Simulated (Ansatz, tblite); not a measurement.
Cost and result up the ladder for TeF4 (5 atoms). Charge 0, multiplicity 1. Geometry: B3LYP-D4/def2-SVP.

```xyz
5

Te    0.367   -0.128    0.436
F    -1.013   -1.431    0.897
F     1.449    1.278   -0.379
F    -1.055    1.131    0.365
F     0.251   -0.850   -1.319
```

Ansatz on 4 threads of Arm Neoverse V1 on a shared host; xTB runs through tblite on one thread. Times are rough, summed over both states, and most runs start from the orbitals of an earlier one. PBE0-D4/def2-TZVP serves as the yardstick here, not as an exact answer. The other state is a triplet.

In the def2 sets Te takes a core potential; there is no spin–orbit coupling. The xTB rows come from tblite.

xTB has no spin-polarisation term.

```tsv
level	functions	wall time	vertical triplet (eV)	difference from PBE0-D4/def2-TZVP (eV)
GFN2-xTB	25	0.006 s	4.84	0.18
GFN1-xTB	25	0.007 s	4.44	-0.22
PBE-D4/def2-TZVP (with forces)	174	3.4 s	4.56	-0.10
PBE0-D4/def2-TZVP	174	5.1 s	4.66	0.00
r2SCAN-D4/def2-TZVP	174	6.9 s	4.55	-0.11
```
